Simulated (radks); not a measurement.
Values are calculated unless marked as measured or tabulated.
How relativity changes the ionisation of the xenon ion Xe+ ([Kr] 4d10 5s2 5p5) to Xe2+ ([Kr] 4d10 5s2 5p4). Spin-unpolarised spherical Kohn-Sham, LDA (Slater exchange, Perdew-Wang correlation), point nucleus unless stated (finite: rms radius 4.7859 fm), a radial shooting solver on a logarithmic mesh with Libxc functionals. A level marked "c x" has the speed of light scaled by that factor and shares open shells by 2j + 1; other Dirac levels either fill j = l - 1/2 first or share by 2j + 1.

level                               E(Xe+) (hartree)  E(Xe2+) (hartree)  IE (eV)   HOMO  <r> HOMO (bohr)
non-rel.                                 -7228.36689        -7227.56263   21.885     5p            2.203
scalar-rel.                              -7440.89551        -7440.08921   21.940     5p            2.185
scalar-rel., finite nucleus              -7440.63265        -7439.82634   21.941     5p            2.184
Dirac, 2j+1 shares                       -7443.85807        -7443.05042   21.977  5p3/2            2.216
Dirac, low j first                       -7443.87546        -7443.08908   21.398  5p3/2            2.218
Dirac, 2j+1 shares, finite nucleus       -7443.59424        -7442.78658   21.978  5p3/2            2.216
Dirac, c x 0.75                          -7638.45999        -7637.64810   22.093  5p3/2            2.229
Dirac, c x 1.5                           -7319.99393        -7319.18839   21.920  5p3/2            2.208
Dirac, c x 2                             -7279.15226        -7278.34733   21.903  5p3/2            2.206

NIST Atomic Spectra Database: 20.975 eV (semi-empirical). The relativistic part of the total energy of Xe+ is -215.2 hartree (Dirac, 2j+1 shares, finite nucleus), 3 % of the non-relativistic value. Spin polarisation and multiplet splitting of open shells are left out at every level.

Beside tabulated values, note that relativity, absent from the non-relativistic runs, is large for the heavy elements, and spin-unpolarised runs miss the spin-polarisation part of the exchange energy of open shells.
